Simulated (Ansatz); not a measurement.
Caution, from a PySCF single point (PBE-D3(BJ)/def2-TZVPD) at this geometry: the highest occupied level lies above zero, so the state may not be bound. This triplet lies 0.15 eV below the relaxed singlet at the level frozen-core CCSD(T)/aug-cc-pVTZ // PBE-D3(BJ)/def2-SVPD (Ansatz, a quantum-chemistry and plane-wave program).

A geometry relaxed with PBE-D3(BJ)/def2-SVPD in Ansatz, charge -1, multiplicity 3:

```xyz
4

H     -1.8015    -0.0211    -0.2859
C      0.6851     0.0060     0.0507
N      1.8796     0.0083    -0.1014
B     -0.7631     0.0068     0.3366
```

Problem. Write the SMILES of this molecule.

Solution. `[BH-]C#N`
